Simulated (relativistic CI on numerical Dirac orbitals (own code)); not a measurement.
## Electric-dipole transitions in Cr²²⁺

Computed by Dirac-Coulomb-Breit CI, orbitals from a KLI potential per configuration, QED by a radiative potential, unscaled Slater integrals (own radial code, finite nucleus).

CI space: 1s2, 1s 2s, 1s 2p, 1s 3s, 1s 3p, 1s 3d, 1s 4s, 1s 4p, 1s 4d, 1s 4f, 1s 5s, 1s 5p, 1s 5d, 1s 5f, 1s 5g, 1s 6s, 1s 6p, 1s 6d. Levels of other configurations are missing.

| λ vac (nm) | Lower | Upper | A (s⁻¹) | gf | Branching (%) |
| --- | --- | --- | --- | --- | --- |
| 0.21824 | 1s2 1S_0 [1] | 1s 2p 1P°_1 [7] | 3.43e+14 | 7.35e-01 | 100.0 |
| 0.90750 | 1s 2p 3P°_2 [6] | 1s 4d 3D_3 [26] | 5.92e+12 | 5.12e-01 | 75.1 |
| 1.1817 | 1s 2s 3S_1 [2] | 1s 3p 3P°_2 [12] | 6.17e+12 | 6.46e-01 | 99.9 |
| 1.1851 | 1s 2s 3S_1 [2] | 1s 3p 3P°_1 [11] | 5.89e+12 | 3.72e-01 | 44.5 |
| 1.2075 | 1s 2p 3P°_0 [3] | 1s 3d 3D_1 [14] | 1.03e+13 | 6.75e-01 | 55.6 |
| 1.2094 | 1s 2p 3P°_1 [4] | 1s 3d 3D_1 [14] | 7.24e+12 | 4.76e-01 | 39.1 |
| 1.2095 | 1s 2p 3P°_1 [4] | 1s 3d 3D_2 [13] | 1.28e+13 | 1.40e+00 | 69.2 |
| 1.2202 | 1s 2p 3P°_2 [6] | 1s 3d 3D_3 [16] | 1.83e+13 | 2.86e+00 | 100.0 |
| 1.2412 | 1s 2p 1P°_1 [7] | 1s 3d 1D_2 [17] | 1.52e+13 | 1.76e+00 | 83.6 |
| 2.4193 | 1s 3d 3D_3 [16] | 1s 5f 3F°_4 [44] | 1.27e+12 | 1.01e+00 | 63.6 |
| 3.4070 | 1s 3s 3S_1 [8] | 1s 4p 3P°_2 [22] | 8.18e+11 | 7.12e-01 | 22.6 |
| 3.4657 | 1s 3p 3P°_1 [11] | 1s 4d 3D_2 [23] | 1.39e+12 | 1.25e+00 | 17.5 |
| 3.4905 | 1s 3p 3P°_2 [12] | 1s 4d 3D_3 [26] | 1.96e+12 | 2.51e+00 | 24.9 |
| 3.5282 | 1s 3d 3D_2 [13] | 1s 4f 3F°_3 [27] | 3.56e+12 | 4.65e+00 | 91.6 |
| 3.5284 | 1s 3d 3D_1 [14] | 1s 4f 3F°_2 [28] | 3.25e+12 | 3.04e+00 | 83.8 |
| 3.5370 | 1s 3p 1P°_1 [15] | 1s 4d 1D_2 [29] | 1.71e+12 | 1.60e+00 | 21.8 |
| 3.5374 | 1s 3d 3D_3 [16] | 1s 4f 3F°_4 [30] | 3.86e+12 | 6.52e+00 | 99.7 |
| 3.5398 | 1s 3d 1D_2 [17] | 1s 4f 1F°_3 [31] | 3.65e+12 | 4.80e+00 | 94.3 |
| 7.5015 | 1s 4p 3P°_1 [21] | 1s 5d 3D_2 [37] | 2.92e+11 | 1.23e+00 | 7.0 |
| 7.5486 | 1s 4p 3P°_2 [22] | 1s 5d 3D_3 [40] | 4.10e+11 | 2.45e+00 | 10.0 |
| 7.6205 | 1s 4d 3D_1 [24] | 1s 5f 3F°_2 [42] | 6.09e+11 | 2.65e+00 | 30.3 |
| 7.6207 | 1s 4d 3D_2 [23] | 1s 5f 3F°_3 [41] | 6.61e+11 | 4.03e+00 | 32.9 |
| 7.6372 | 1s 4d 3D_3 [26] | 1s 5f 3F°_4 [44] | 7.24e+11 | 5.69e+00 | 36.1 |
| 7.6375 | 1s 4p 1P°_1 [25] | 1s 5d 1D_2 [43] | 3.65e+11 | 1.59e+00 | 8.9 |
| 7.6416 | 1s 4f 3F°_3 [27] | 1s 5g 3G_4 [45] | 1.15e+12 | 9.06e+00 | 96.3 |
| 7.6425 | 1s 4f 3F°_2 [28] | 1s 5g 3G_3 [46] | 1.10e+12 | 6.71e+00 | 91.7 |
| 7.6427 | 1s 4d 1D_2 [29] | 1s 5f 1F°_3 [47] | 6.82e+11 | 4.18e+00 | 34.1 |
| 7.6503 | 1s 4f 3F°_4 [30] | 1s 5g 3G_5 [48] | 1.19e+12 | 1.15e+01 | 99.8 |
| 7.6510 | 1s 4f 1F°_3 [31] | 1s 5g 1G_4 [49] | 1.16e+12 | 9.14e+00 | 97.0 |
| 13.907 | 1s 5p 3P°_2 [36] | 1s 6d 3D_3 [58] | 1.23e+11 | 2.49e+00 | 5.2 |

Terms are leading LS components. Brackets give the number of a level in order of energy, since labels repeat. The list gives strong lines, with weight on those to low levels, without lines whose two gauges differ by over a factor of 2.5. Levels whose partners in the same complex of configurations lie outside the list can be far off, and so can their lines. Rates are taken at the computed energies, electric ones in the length gauge.

At this charge energies of transitions that change n are usually good to better than 1 %, and those within a shell (Δn = 0) to a few per cent.

Problem. From the table, what is the radiative lifetime of 1s 4d 3D_3?

Solution. The listed rates from this level add up to about 7.88e+12 s⁻¹, 100 % of its decay; with all channels τ = 1.27e-13 s.

LS names give the leading component of a level, which can be under half, so a name can repeat, a term be missing and a line seem to break the LS rules.
